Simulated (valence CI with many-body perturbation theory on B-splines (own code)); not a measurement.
**V XVIII: what each term of the Hamiltonian does**

Calculated by relativistic CI+MBPT: four valence electrons over a frozen Dirac-Fock core [He], a basis of 11 s, 11 p, 9 d, 7 f, 5 g, 2 h, 1 i functions for each j, with the one-electron correlation potential Σ1 (screened to all orders), the two-electron term Σ2, the three-electron term Σ3, Breit, model QED; selected single and double excitations, second order for the rest (own B-spline code, finite nucleus).

No measured spectrum was set against this ion. As an estimate, levels of excited configurations hold to 0.05 to 0.15 % of their energy, terms of the ground configuration to about 0.5 %.

Each rung adds one term. CI alone is the Dirac-Coulomb CI over the frozen core; QED comes last and gives the full result, which names the levels. Energies are above 2s2.2p2 3P_0 on the same rung, in eV.

| Level | CI alone |
| --- | --- |
| 2s2.2p2 3P_1 | 4.87 |
| 2s2.2p2 3P_2 | 8.90 |
| 2s2.2p2 1D_2 | 20.43 |
| 2s2.2p2 1S_0 | 33.59 |
| 2s.2p3 5S°_2 | 46.16 |
| 2s.2p3 3D°_2 | 78.02 |
| 2s.2p3 3D°_1 | 78.13 |
| 2s.2p3 3D°_3 | 79.73 |
| 2s.2p3 3P°_0 | 91.34 |
| 2s.2p3 3P°_1 | 91.91 |
| 2s.2p3 3P°_2 | 93.02 |
| 2s.2p3 3S°_1 | 112.40 |
| 2s.2p3 1D°_2 | 113.82 |
| 2s.2p3 1P°_1 | 126.92 |
| 2p4 3P_2 | 169.85 |
| 2p4 3P_1 | 176.38 |

Problem. What do these energies become with core correlation, Breit and QED?

Solution. 2s2.2p2 3P_1 4.69 (-0.179); 2s2.2p2 3P_2 8.45 (-0.445); 2s2.2p2 1D_2 19.97 (-0.462); 2s2.2p2 1S_0 33.36 (-0.231); 2s.2p3 5S°_2 45.48 (-0.683); 2s.2p3 3D°_2 77.35 (-0.671); 2s.2p3 3D°_1 77.51 (-0.621); 2s.2p3 3D°_3 78.73 (-1.004); 2s.2p3 3P°_0 90.76 (-0.582); 2s.2p3 3P°_1 91.20 (-0.716); 2s.2p3 3P°_2 92.19 (-0.827); 2s.2p3 3S°_1 111.31 (-1.098); 2s.2p3 1D°_2 112.68 (-1.137); 2s.2p3 1P°_1 125.85 (-1.069); 2p4 3P_2 168.49 (-1.359); 2p4 3P_1 174.94 (-1.442).

Problem. How does the ionisation energy move along the ladder, and which term matters most?

Solution. CI alone 1260.6, + Σ1 1260.9, + Σ2 1260.8, + Σ3 1260.8, + Breit 1260.1, + QED 1260.2 eV. The largest step is Breit, -0.6 eV. NIST lists 1258.9 ± 0.6 eV (semi-empirical).
